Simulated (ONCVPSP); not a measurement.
Transferability test, ONCV potential for Al

- Element: aluminium (Al)
- Generator: ONCVPSP 4.0.1
- Type: optimised norm-conserving Vanderbilt (ONCV)
- Functional: PBE
- Relativity: non-relativistic
- Frozen core: [He]
- Valence charge: 11
- Reference configuration: 2s2 2p6 3s2 3p1
- Partial waves: 2s+3s: rc 0.85 bohr, ncon 3, nbas 7, qcut 11.9 1/bohr, 2 projectors; 2p+3p: rc 1.00 bohr, ncon 4, nbas 7, qcut 11.6 1/bohr, 2 projectors; d scattering state at 0.09 Ha: rc 0.85 bohr, ncon 4, nbas 9, qcut 13.3 1/bohr, local
- Local potential: the d channel
- Core correction: Teter function, fcfact 4.5, rcfact 1.55

Energies are relative to the spin-unpolarised reference configuration 2s2 2p6 3s2 3p1; without spin polarisation the order of configurations can differ from experiment. Not all tests gave a result: 1 of 4 tests not solved or not reliable.

| valence configuration | charge | ΔE all-electron (eV) | error AE − PS (meV) |
| --- | --- | --- | --- |
| 2s2 2p6 3s2 3p0 | +1 | 5.771 | +0.3 |
| 2s2 2p6 3s1 3p0 | +2 | 24.963 | -0.2 |
| 2s1 2p6 3s2 3p1 | +1 | 120.240 | -321 |
